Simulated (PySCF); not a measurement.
C4H11Cl3Si2, SMILES C[Si](C)(C)C[Si](Cl)(Cl)Cl, singlet, GFN2-xTB optimised geometry. Atoms within 1.6 Å of the plane z = 0.0 Å (x, y, z in Å): C1 (1.62, 0.67, 0.00), Si2 (-0.28, 0.67, 0.00), C3 (-0.94, 2.46, 0.00), C4 (-0.95, -0.28, 1.50), Cl8 (0.28, -3.03, -0.71), H10 (2.02, 1.11, -0.91), H11 (2.02, 1.25, 0.83), H12 (2.02, -0.33, 0.08), H13 (-0.65, 2.99, 0.91), H14 (-2.02, 2.49, -0.06), H15 (-0.55, 3.03, -0.84), H17 (-0.63, -1.32, 1.49), H18 (-2.04, -0.27, 1.53), H20 (-2.00, -0.40, -1.44).

Level of theory: CAM-B3LYP/def2-SVP run with PySCF. Cells within 0.4 Å of a nucleus heavier than hydrogen are left out (blank, or x).

Map of the electrostatic potential (hartree/e), clipped to [-0.08, 0.12] on the plane z = 0.0 Å:

```
|000000000000000111000000000|
|000000000000001111100000000|
|011111000000001111110000000|
|111111100000011111110000000|
|111111111112211111110000000|
|111111123499831111110000000|
|111111399999982111110000000|
|1111124999xx993111110000000|
|11111239999x995322110000000|
|111111246999999789620000000|
|111111223799999999961000000|
|111111224999xx99xx991000000|
|111111224999xx999x991000000|
|111111223699999999992000000|
|111111222479999789992000000|
|111111122235786349982000000|
|111111111223333223421000000|
|111111111112232111110000000|
|011111111111489410000000000|
|000011110002999930000000000|
|000000000003999970000000000|
|000000000003999960000000000|
|000000000001699930000000000|
|000000000000134210000000000|
|000000000000000000000000000|
|000000000000000000000000000|
|000000000000000000000000000|
```
Scale: ten equal steps from -0.009 (start of '0') to 0.120 (end of '9'), in the order '0123456789'; x runs from -5.50 to 5.50, y from -5.50 (bottom) to 5.50 (top).
